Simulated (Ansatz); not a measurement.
One change: `C[SiH2]B[SiH3]` becomes `C[SiH2]BCl`.

Ansatz, PBE0-D4/def2-TZVP geometries, multiplicity 1. Each molecule was computed in one conformer, which needn't be the lowest.

```
                             property  `C[SiH2]B[SiH3]`
    LUMO energy (PBE/def2-TZVPP) / eV             -3.65
LUMO energy (ωB97M-V/def2-TZVPP) / eV             -0.74
  HOMO–LUMO gap (PBE/def2-TZVPP) / eV              2.95
    HOMO energy (PBE/def2-TZVPP) / eV             -6.60
 HOMO–LUMO gap (PBE0/def2-TZVPP) / eV              5.05
  HOMO energy (B3LYP/def2-TZVPP) / eV             -7.57
```

Problem. What does the change do to each property? (Estimate.)

Solution. Ansatz gave: 
```tsv
property	`C[SiH2]BCl`	shift
LUMO energy (PBE/def2-TZVPP) / eV	-3.06	0.59
LUMO energy (ωB97M-V/def2-TZVPP) / eV	-0.10	0.64
HOMO–LUMO gap (PBE/def2-TZVPP) / eV	3.44	0.49
HOMO energy (PBE/def2-TZVPP) / eV	-6.50	0.10
HOMO–LUMO gap (PBE0/def2-TZVPP) / eV	5.64	0.59
HOMO energy (B3LYP/def2-TZVPP) / eV	-7.56	0.01
```

B3LYP here is the variant with VWN-RPA as its local correlation; programs differ in this.
